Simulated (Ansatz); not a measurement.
Ca₄O₄⁻. Charge -1, multiplicity 2. Geometry PBE-D4/def2-SVP, that of the neutral singlet.

| atom | x (Å) | y (Å) | z (Å) |
| --- | --- | --- | --- |
| Ca1 | 1.269 | -0.246 | -2.421 |
| Ca2 | -1.759 | 1.807 | -1.105 |
| Ca3 | -1.297 | 0.212 | 2.410 |
| Ca4 | 1.789 | -1.769 | 1.118 |
| O5 | 0.327 | -1.047 | 2.368 |
| O6 | -0.329 | 1.045 | -2.369 |
| O7 | -2.054 | 1.353 | 0.877 |
| O8 | 2.052 | -1.356 | -0.878 |

At PBE-D4/def2-TZVPD, B97M-V/def2-TZVPD, PBE0-D4/def2-TZVPD the highest occupied level of the charge -1 doublet lies above zero (up to 0.85 eV). By energy differences its removal costs 0.26 eV (vertical, to the charge 0 singlet, at PBE-D4/def2-TZVPD); a positive level beside a positive removal energy at the same level points to self-interaction error. The structure comes from a short search, and lower isomers may exist.

**Question.** Estimate the α-spin orbital energies around the gap (eV) in Ansatz with PBE-D4/def2-TZVPD, B97M-V/def2-TZVPD, PBE0-D4/def2-TZVPD.

**Answer.** 
```json
{"orbital": "HOMO−5", "PBE-D4/def2-TZVPD": "-0.99", "B97M-V/def2-TZVPD": "-1.09", "PBE0-D4/def2-TZVPD": "-2.20"}
{"orbital": "HOMO−4", "PBE-D4/def2-TZVPD": "-0.93", "B97M-V/def2-TZVPD": "-1.03", "PBE0-D4/def2-TZVPD": "-2.12"}
{"orbital": "HOMO−3", "PBE-D4/def2-TZVPD": "-0.76", "B97M-V/def2-TZVPD": "-0.90", "PBE0-D4/def2-TZVPD": "-2.02"}
{"orbital": "HOMO−2", "PBE-D4/def2-TZVPD": "-0.76", "B97M-V/def2-TZVPD": "-0.90", "PBE0-D4/def2-TZVPD": "-2.01"}
{"orbital": "HOMO−1", "PBE-D4/def2-TZVPD": "-0.45", "B97M-V/def2-TZVPD": "-0.64", "PBE0-D4/def2-TZVPD": "-1.81"}
{"orbital": "HOMO", "PBE-D4/def2-TZVPD": "0.85", "B97M-V/def2-TZVPD": "0.82", "PBE0-D4/def2-TZVPD": "0.73"}
{"orbital": "LUMO", "PBE-D4/def2-TZVPD": "1.06", "B97M-V/def2-TZVPD": "1.10", "PBE0-D4/def2-TZVPD": "1.38"}
{"orbital": "LUMO+1", "PBE-D4/def2-TZVPD": "1.06", "B97M-V/def2-TZVPD": "1.10", "PBE0-D4/def2-TZVPD": "1.39"}
{"orbital": "LUMO+2", "PBE-D4/def2-TZVPD": "1.22", "B97M-V/def2-TZVPD": "1.31", "PBE0-D4/def2-TZVPD": "1.61"}
{"orbital": "LUMO+3", "PBE-D4/def2-TZVPD": "2.23", "B97M-V/def2-TZVPD": "1.96", "PBE0-D4/def2-TZVPD": "2.59"}
{"orbital": "LUMO+4", "PBE-D4/def2-TZVPD": "2.44", "B97M-V/def2-TZVPD": "2.26", "PBE0-D4/def2-TZVPD": "2.83"}
{"orbital": "LUMO+5", "PBE-D4/def2-TZVPD": "2.45", "B97M-V/def2-TZVPD": "2.26", "PBE0-D4/def2-TZVPD": "2.83"}
{"orbital": "β HOMO", "PBE-D4/def2-TZVPD": "-0.46", "B97M-V/def2-TZVPD": "-0.68", "PBE0-D4/def2-TZVPD": "-1.82"}
{"orbital": "β LUMO", "PBE-D4/def2-TZVPD": "1.16", "B97M-V/def2-TZVPD": "1.35", "PBE0-D4/def2-TZVPD": "1.65"}
```
